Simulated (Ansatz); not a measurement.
A nudged elastic band was laid between two geometries of CH$_{5}$As (7 atoms, charge 0, multiplicity 1).

Theory: RKS B3LYP-D4/def2-SVPD in Ansatz 0.2.0.

* movable images: 5
* climbing image: yes
* spring: 5.0 eV/Å²
* optimiser: quadratic models (default)
* start path: through a guess of the saddle point
* force threshold: 0.2 eV/Å
* iteration limit: 60
* end points: relaxed

First end point:

```xyz
7
Properties=species:S:1:pos:R:3
C -0.062 -0.758 -0.257
As 0.729 0.819 0.672
H -0.250 -1.544 0.486
H 0.667 -1.138 -0.985
H -0.998 -0.517 -0.775
H -0.579 1.285 1.315
H 0.555 1.786 -0.502
```

Last end point:

```xyz
7
Properties=species:S:1:pos:R:3
C -0.190 -0.726 -0.282
As -0.434 1.103 0.473
H -0.540 -1.455 0.461
H 0.855 -0.942 -0.534
H -0.811 -0.825 -1.183
H 0.670 0.974 1.525
H 0.512 1.802 -0.507
```

What changes between the two ends?

No bond is made or broken. The height of As2 over the plane of its neighbours goes from -0.88 to 0.88 Å. The two ends are copies of one structure, up to a mirror image or an exchange of like atoms.

What energy profile does the band end with?

The forces met the threshold. The highest image is number 2 of 0 to 6, 179.4 kJ/mol above the ends, which have the same energy within 2 meV. The threshold of 0.2 eV/Å is loose, so the images may lie well off the minimum-energy path. Neighbouring images differ by up to 1.4 eV, so the band resolves the path poorly. Another band between the same ends (5 images) ends at a top of the same energy, where a vibrational analysis finds 2 clearly imaginary modes.

```tsv
image	path coordinate (Å)	energy (kJ/mol)	height of As2 over the plane of its neighbours (Å)
0	0.00	0.0	-0.88
1	0.56	43.4	-0.59
2	1.11	179.4	0.01
3	1.63	51.9	0.58
4	2.14	5.1	0.88
5	2.65	2.3	0.88
6	3.17	0.1	0.88
```

What is the geometry of the highest image?


```xyz
7
Properties=species:S:1:pos:R:3
C -0.161 -0.818 -0.342
As 0.185 0.963 0.367
H -0.259 -1.498 0.514
H 0.711 -1.135 -0.929
H -1.072 -0.865 -0.956
H -0.295 1.331 1.716
H 0.953 1.954 -0.416
```

Run time: 80 s on 2 threads of Arm Neoverse V1, on a shared host, peak memory 0.2 GiB.
